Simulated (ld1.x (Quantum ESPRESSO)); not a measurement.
# Which change was made? (Sb, PAW)

ld1.x (Quantum ESPRESSO) 7.5 input, shortened:

```
&input
   title='Sb', zed=51., rel=1, dft='PZ', iswitch=3,
   config='[Kr] 4d10 5s2 5p3 5d-2'
 /
 &inputp
   pseudotype=3, lpaw=.true., tm=.true., lloc=-1, rcloc=1.45,
   nlcc=.true., new_core_ps=.true.,
   which_augfun='PSQ', rmatch_augfun_nc=.true.
 /
6
5S  1  0   2.00   0.00  1.75  1.90  0.0
5S  1  0   0.00   0.90  1.75  1.90  0.0
5P  2  1   3.00   0.00  1.85  2.30  0.0
5P  2  1   0.00   0.05  1.85  2.30  0.0
5D  3  2  -2.00   0.30  1.85  2.40  0.0
5D  3  2  -2.00   1.60  1.85  2.40  0.0
 &test
   configts(1)='5s2 5p3'
 /
```

Cutoffs, loose and tight: the cutoffs (Ry, on a coarse ladder) from which the occupation-weighted sum of valence levels, in a spherical-Bessel basis at the reference potential, stays within 10 and 1 mRy of its value at 400 Ry. They do not see the model core or the augmentation charge, which bear on the density cutoff. Test errors are all-electron minus pseudo excitation energies from the reference, over the configurations 5s2 5p2; 5s2 5p1; 5s2 5p0; 5s1 5p4; 5s1 5p0; 5s1 5p3; 5s0 5p5 (two spin-polarised tests are not counted in the largest error); variants that change the core or the reference have their own tests.

The base gives: outcome: generated; cutoff, loose: 10 Ry; cutoff, tight: 21 Ry; bound ghosts: s, d; largest test error (meV): -667.

After one change the result is: outcome: generated, overlap not positive; bound ghosts: not determined (overlap not positive); largest test error (meV): -21. Which change was it?
A. removed wave 5d channel at 1.6 Ry: rcut 1.85, rcutus 2.40 bohr
B. core [Ar] 3d10 4s2, valence charge 21; reference 4p6 4d10 5s1.75 5p3.25; waves now 5s (bound): rcut 1.60, rcutus 2.10 bohr; 5s channel at 0.9 Ry: rcut 1.60, rcutus 2.10 bohr; 4p (bound): rcut 1.10, rcutus 1.15 bohr; 5p (bound): rcut 1.10, rcutus 1.15 bohr; 4d (bound): rcut 1.25, rcutus 1.45 bohr; 4d channel at 1.6 Ry: rcut 1.25, rcutus 1.45 bohr; 4f channel at 0.4 Ry: rcut 1.75, rcutus 2.15 bohr; local potential all-electron potential smoothed inside 0.95 bohr (lloc = -1); core correction Bessel-smoothed model core inside 0.55 bohr
C. local potential all-electron potential smoothed inside 1.65 bohr (lloc = -2)

B. The others give: removed wave 5d channel at 1.6 Ry: rcut 1.85, rcutus 2.40 bohr → outcome: generated; cutoff, loose: 10 Ry; cutoff, tight: 21 Ry; bound ghosts: s; largest test error (meV): -667 | local potential all-electron potential smoothed inside 1.65 bohr (lloc = -2) → outcome: generated; cutoff, loose: 10 Ry; cutoff, tight: 18 Ry; bound ghosts: d; largest test error (meV): -664. A file whose overlap is not positive is unfit for use, and its test errors describe a broken file.
